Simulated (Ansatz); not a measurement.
Consider the isomerisation: `C=C[SiH](C)O` → `CC1(O)C[SiH2]1`.

Program: Ansatz. Geometries: PBE0-D4/def2-TZVP. ΔE: electronic, gas phase. CCSD(T)/CBS adds triple-zeta CCSD(T) − MP2 to the extrapolated MP2 energy (def2 sets, frozen cores). Functionals use def2-TZVPP. B3LYP here is the variant with VWN-RPA as its local correlation; programs differ in this. Each species was taken in one conformer, which may not be the lowest.

`C=C[SiH](C)O`:

Cartesian coordinates in Å:
```
C -1.596 1.237 1.013
C -0.726 1.094 0.016
Si -0.088 -0.562 -0.549
C 1.771 -0.498 -0.691
O -0.594 -1.752 0.479
H -1.955 2.209 1.340
H -1.996 0.376 1.542
H -0.370 1.995 -0.483
H -0.680 -0.923 -1.863
H 2.073 0.268 -1.412
H 2.170 -1.456 -1.031
H 2.237 -0.251 0.267
H -0.247 -1.735 1.372
```

`CC1(O)C[SiH2]1`:

```xyz
13

C     1.162   -0.170    0.977
C     0.299    0.097   -0.226
O     1.019    0.488   -1.370
C    -0.741   -0.963   -0.574
Si   -1.490    0.655   -0.060
H     1.712    0.727    1.276
H     1.886   -0.960    0.750
H     0.561   -0.488    1.832
H     1.359    1.375   -1.221
H    -0.789   -1.829    0.079
H    -0.779   -1.213   -1.630
H    -2.077    1.517   -1.107
H    -2.122    0.764    1.275
```

```json
{"level": "LDA (SPW92)", "ΔE (kJ/mol)": "195.4", "difference from CCSD(T)/CBS": "-60.7"}
{"level": "PBE-D4", "ΔE (kJ/mol)": "221.3", "difference from CCSD(T)/CBS": "-34.8"}
{"level": "revPBE-D4", "ΔE (kJ/mol)": "223.5", "difference from CCSD(T)/CBS": "-32.6"}
{"level": "BLYP-D4", "ΔE (kJ/mol)": "252.5", "difference from CCSD(T)/CBS": "-3.6"}
{"level": "r2SCAN-D4", "ΔE (kJ/mol)": "240.6", "difference from CCSD(T)/CBS": "-15.5"}
{"level": "B97M-V", "ΔE (kJ/mol)": "243.0", "difference from CCSD(T)/CBS": "-13.1"}
{"level": "PBE0-D4", "ΔE (kJ/mol)": "228.7", "difference from CCSD(T)/CBS": "-27.4"}
{"level": "B3LYP-D4", "ΔE (kJ/mol)": "256.3", "difference from CCSD(T)/CBS": "0.2"}
{"level": "r2SCANh-D4", "ΔE (kJ/mol)": "241.8", "difference from CCSD(T)/CBS": "-14.3"}
{"level": "r2SCAN0-D4", "ΔE (kJ/mol)": "243.2", "difference from CCSD(T)/CBS": "-12.9"}
{"level": "BHLYP-D4", "ΔE (kJ/mol)": "266.8", "difference from CCSD(T)/CBS": "10.7"}
{"level": "CAM-B3LYP-D4", "ΔE (kJ/mol)": "254.1", "difference from CCSD(T)/CBS": "-2.0"}
{"level": "ωB97X-V", "ΔE (kJ/mol)": "238.9", "difference from CCSD(T)/CBS": "-17.2"}
{"level": "B2PLYP", "ΔE (kJ/mol)": "259.1", "difference from CCSD(T)/CBS": "3.0"}
{"level": "PBE-QIDH", "ΔE (kJ/mol)": "239.8", "difference from CCSD(T)/CBS": "-16.3"}
{"level": "PBE", "ΔE (kJ/mol)": "222.2", "difference from CCSD(T)/CBS": "-33.9"}
{"level": "revPBE", "ΔE (kJ/mol)": "229.8", "difference from CCSD(T)/CBS": "-26.3"}
{"level": "BLYP", "ΔE (kJ/mol)": "255.3", "difference from CCSD(T)/CBS": "-0.8"}
{"level": "r2SCAN", "ΔE (kJ/mol)": "240.6", "difference from CCSD(T)/CBS": "-15.5"}
{"level": "PBE0", "ΔE (kJ/mol)": "229.3", "difference from CCSD(T)/CBS": "-26.8"}
{"level": "B3LYP", "ΔE (kJ/mol)": "257.9", "difference from CCSD(T)/CBS": "1.8"}
{"level": "r2SCANh", "ΔE (kJ/mol)": "241.8", "difference from CCSD(T)/CBS": "-14.3"}
{"level": "r2SCAN0", "ΔE (kJ/mol)": "243.2", "difference from CCSD(T)/CBS": "-12.9"}
{"level": "BHLYP", "ΔE (kJ/mol)": "267.3", "difference from CCSD(T)/CBS": "11.2"}
{"level": "CAM-B3LYP", "ΔE (kJ/mol)": "254.6", "difference from CCSD(T)/CBS": "-1.5"}
{"level": "RPA@PBE/def2-TZVPP", "ΔE (kJ/mol)": "245.8", "difference from CCSD(T)/CBS": "-10.3"}
{"level": "MP2/def2-SVP", "ΔE (kJ/mol)": "218.1", "difference from CCSD(T)/CBS": "-38.0"}
{"level": "CCSD/def2-SVP", "ΔE (kJ/mol)": "222.0", "difference from CCSD(T)/CBS": "-34.1"}
{"level": "CCSD(T)/def2-SVP", "ΔE (kJ/mol)": "217.6", "difference from CCSD(T)/CBS": "-38.5"}
{"level": "HF/def2-TZVPP", "ΔE (kJ/mol)": "293.0", "difference from CCSD(T)/CBS": "36.9"}
{"level": "MP2/def2-TZVPP", "ΔE (kJ/mol)": "252.3", "difference from CCSD(T)/CBS": "-3.8"}
{"level": "SCS-MP2/def2-TZVPP", "ΔE (kJ/mol)": "259.0", "difference from CCSD(T)/CBS": "2.9"}
{"level": "CCSD/def2-TZVPP", "ΔE (kJ/mol)": "258.6", "difference from CCSD(T)/CBS": "2.5"}
{"level": "CCSD(T)/def2-TZVPP", "ΔE (kJ/mol)": "253.8", "difference from CCSD(T)/CBS": "-2.3"}
{"level": "HF/def2-QZVPP", "ΔE (kJ/mol)": "293.9", "difference from CCSD(T)/CBS": "37.8"}
{"level": "MP2/def2-QZVPP", "ΔE (kJ/mol)": "253.9", "difference from CCSD(T)/CBS": "-2.2"}
{"level": "SCS-MP2/def2-QZVPP", "ΔE (kJ/mol)": "261.0", "difference from CCSD(T)/CBS": "4.9"}
{"level": "HF/CBS(def2)", "ΔE (kJ/mol)": "294.0", "difference from CCSD(T)/CBS": "37.9"}
{"level": "MP2/CBS(def2)", "ΔE (kJ/mol)": "254.6", "difference from CCSD(T)/CBS": "-1.5"}
{"level": "CCSD/CBS(def2)", "ΔE (kJ/mol)": "260.9", "difference from CCSD(T)/CBS": "4.8"}
{"level": "CCSD(T)/CBS", "ΔE (kJ/mol)": "256.1", "difference from CCSD(T)/CBS": "0"}
```

Largest T1 diagnostic among the species: 0.012.

From PBE to PBE0 (25 % exact exchange), in def2-TZVPP and without D4, ΔE moves by +7.1 kJ/mol. Leaving LDA and LC-ωPBE aside and taking each functional with its dispersion term where it has one, the values spread over 45.5 kJ/mol, from PBE-D4 to BHLYP-D4. LDA lies −26.8 kJ/mol from PBE without D4.
